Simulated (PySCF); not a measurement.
Cd(Br)(SiH3) (BrCdH3Si), SMILES [SiH3][Cd][Br].

The structure is a stationary point at PBE0-D3(BJ)/def2-SVP. The structure was generated by enumeration; whether it is a known compound was not checked. The def2 effective core potentials stand for the cores of Cd; spin–orbit coupling is left out.

Two levels are set side by side: PBE/def2-TZVPD (PySCF) and ωB97X/def2-TZVPD (PySCF). Same geometry, gas phase. Differences are taken from unrounded values.

| quantity | ωB97X |
|---|---|
| orbital gap (eV) | 10.63 |
| highest occupied level (eV) | -10.13 |
| lowest empty level (eV) | 0.50 |
| dipole moment (D) | 2.70 |
| mean polarisability (bohr³) | 89.2 |

Problem. What does PBE give, and how far is it from ωB97X? (The exact figures need the calculation; the answer reports its results.)

Solution. 
```json
[
 {"quantity": "orbital gap (eV)", "PBE": "4.74", "PBE minus ωB97X": "-5.89"},
 {"quantity": "highest occupied level (eV)", "PBE": "-6.76", "PBE minus ωB97X": "3.36"},
 {"quantity": "lowest empty level (eV)", "PBE": "-2.02", "PBE minus ωB97X": "-2.53"},
 {"quantity": "dipole moment (D)", "PBE": "2.65", "PBE minus ωB97X": "-0.05"},
 {"quantity": "mean polarisability (bohr³)", "PBE": "95.7", "PBE minus ωB97X": "6.5"}
]
```

PBE's occupied levels lie high since its potential decays too fast outside the molecule; exact exchange lowers them and widens the gap. Loosely held outer electrons make PBE densities more polarisable. Differences between two approximate levels are no errors against the true value.

Rough cost on one machine, each run with all the roots and properties that it gave: ωB97X against PBE within a factor of 2.
